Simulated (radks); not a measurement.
Valence configurations of Sb I (all share [Kr]). All-electron calculation, scalar-relativistic Kohn-Sham, PBE, spin-polarised, spherical densities, point nucleus; open shells are filled with parallel spins first (spin-orbit coupling, left out, can overturn this in heavy ions). Program: a radial shooting solver on a logarithmic mesh with Libxc functionals. Energies are relative to 4d10 5s2 5p3; eigenvalues in eV for spin up.

valence           E (eV)  moment (Bohr magnetons)    e(4d)   e(5p)    e(5s)
4d10 5s2 5p3       0.000                        3  -33.346  -5.467  -13.427
4d10 5s1.5 5p3.5   4.038                        3  -34.117  -5.788  -13.910
4d10 5s1 5p4       8.101                        3  -34.877  -6.105  -14.384
4d10 5s0.5 5p4.5  13.046                        2  -35.605  -6.201  -14.554
4d10 5p5          17.711                        1  -36.256  -6.229        -
4d9 5s2 5p4       31.609                        3  -39.891  -6.438  -15.278
4d9 5s1 5p5       40.403                        3  -41.298  -7.017  -16.139
4d8 5s2 5p5       67.357                        3  -46.356  -7.308  -16.964

NIST lists [Kr] 4d10 5s2 5p3 as the ground configuration; this level of theory agrees among the configurations tried. The energies are those of spherical high-spin densities, not of single terms.
